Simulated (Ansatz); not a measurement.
Cost and result for the atomization energy of CH$_{5}$ClO$_{2}$Si (`O[SiH2]C(O)Cl`) (10 atoms, 9 bonds).

Cartesian coordinates in Å:
```
O 1.977 -0.270 -0.809
Si 0.617 0.629 -0.626
C -0.526 -0.200 0.647
O -1.721 0.475 0.719
Cl -0.750 -1.923 0.041
H 1.842 -1.192 -1.042
H -0.178 0.764 -1.871
H 1.057 1.948 -0.116
H -0.058 -0.348 1.624
H -2.261 0.117 1.432
```

Charge 0, multiplicity 1. All single points use the PBE0-D4/def2-TZVP geometry. It is one conformer, not always the lowest. Program: Ansatz. All runs use 4 threads of an Arm Neoverse V1 on a shared host. Times are those of one run each, without the atoms' runs, and a repeat can differ threefold. Electronic energies, without spin–orbit coupling; frozen cores. CCSD(T)/CBS adds CCSD(T) − MP2 in def2-TZVPP to the MP2 limit, and its time is that of the two runs behind it. T1 = 0.011.

CCSD(T)/CBS is a level of theory with its own doubt, some kJ/mol a heavy atom from the limit and from the frozen cores, so smaller differences don't rank the functionals.

```tsv
level	functions	wall time	atomization (kcal/mol)	difference from CCSD(T)/CBS	per bond
revPBE-D4/def2-TZVPP	247	2.2 s	834.1	-11.1	-1.2
PBE0-D4/def2-TZVPP	247	3.3 s	837.5	-7.7	-0.9
BHLYP-D4/def2-TZVPP	247	3.4 s	807.7	-37.5	-4.2
CAM-B3LYP-D4/def2-TZVPP	247	3.7 s	842.8	-2.4	-0.3
CCSD(T)/def2-SVP	103	4.7 s	778.8	-66.4	-7.4
r2SCAN-D4/def2-TZVPP (with forces)	247	5.5 s	844.1	-1.1	-0.1
r2SCANh-D4/def2-TZVPP	247	6 s	836.7	-8.5	-0.9
B2PLYP/def2-TZVPP	247	6 s	829.7	-15.5	-1.7
ωB97X-V/def2-TZVPP	247	8.5 s	844.6	-0.6	-0.1
B97M-V/def2-TZVPP	247	9.5 s	841.2	-4.0	-0.4
MP2/def2-QZVPP	461	21 s	854.1	8.9	1.0
CCSD(T)/def2-TZVPP	247	2.6 min	818.3	-26.9	-3.0
CCSD(T)/CBS(def2)	–	3 min	845.2	0.0	0.0
```

In def2-TZVPP, CCSD(T) changes the Hartree–Fock value by +230.5 kcal/mol (the triples alone add +14.5 kcal/mol) and MP2 by +250.3 kcal/mol; breaking electron pairs costs correlation energy, which Hartree–Fock lacks. From BLYP to BHLYP (50 % exact exchange), in def2-TZVPP and without D4, the atomization energy moves by −26.4 kcal/mol: exact exchange takes away binding that semilocal exchange gives to molecules. At CCSD(T), def2-SVP lies −66.4 kcal/mol from the extrapolated value and def2-TZVPP −26.9 kcal/mol: correlation converges slowly with the basis, and small sets miss more of it in the bonded molecule than in its fragments.
